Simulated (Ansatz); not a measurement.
Consider the substitution at a C–C bond: `CC(I)CF` + `CNBN` → `CN(C)BN` + `FCCI`.

Isolated molecules relaxed with PBE0-D4/def2-TZVP in Ansatz; ΔE leaves out vibrations. CCSD(T)/CBS adds triple-zeta CCSD(T) − MP2 to the extrapolated MP2 energy (def2 sets, frozen cores). DFT in def2-TZVPP. Elements past krypton have def2 core potentials. For I outer-core shells are correlated without core-valence functions, which leaves a few kJ/mol of doubt a bond. One conformer a species, not always the lowest.

`CC(I)CF`:

Z-matrix (Å, degrees):
```
C
C 1 1.510
H 1 1.096 2 109.3
H 1 1.090 2 111.3 3 -119.6
H 1 1.090 2 111.0 3 119.2
I 2 2.163 1 110.3 3 177.2
C 2 1.506 1 113.6 3 -58.9
H 2 1.091 1 111.4 3 63.2
F 7 1.376 2 111.4 1 -56.7
H 7 1.092 2 111.7 1 -178.0
H 7 1.098 2 108.6 1 61.5
```

`CNBN`:

Z-matrix (Å, degrees):
```
C
N 1 1.440
H 1 1.096 2 112.2
H 1 1.096 2 112.2 3 121.6
H 1 1.091 2 109.0 3 -119.2
B 2 1.407 1 125.7 3 119.2
H 2 1.008 1 114.2 3 -60.8
N 6 1.411 2 123.0 1 -180.0
H 6 1.201 2 118.5 1 0.0
H 8 1.005 6 124.6 2 -0.0
H 8 1.002 6 121.8 2 -180.0
```

`CN(C)BN`:

Z-matrix (Å, degrees):
```
C
N 1 1.437
H 1 1.098 2 111.3
H 1 1.090 2 111.4 3 120.0
H 1 1.098 2 111.4 3 -119.8
C 2 1.439 1 113.2 3 59.2
B 2 1.411 1 124.8 3 -121.1
H 6 1.099 2 111.4 1 -59.8
H 6 1.089 2 109.9 1 -179.9
H 6 1.099 2 111.5 1 60.0
N 7 1.411 2 124.4 1 0.0
H 7 1.200 2 117.8 1 180.0
H 11 1.004 7 125.6 2 -0.2
H 11 1.003 7 121.0 2 179.9
```

`FCCI`:

```xyz
8

F     1.163   -1.168   -0.872
C     0.768   -0.026   -0.197
C    -0.703   -0.134    0.100
I    -1.344    1.615    1.143
H     1.356    0.047    0.721
H     0.983    0.837   -0.833
H    -1.298   -0.190   -0.809
H    -0.925   -0.980    0.746
```

```
  level  ΔE (kJ/mol)
 PBE-D4         25.4
ωB97X-V         26.0
```

(1) What does CCSD(T)/CBS give? (An estimate is asked.)

Largest T1 diagnostic among the species: 0.011.

## Answers

(1) Ansatz gave: +27.7 kJ/mol. The listed levels differ from it by -2.3, -1.7 kJ/mol.
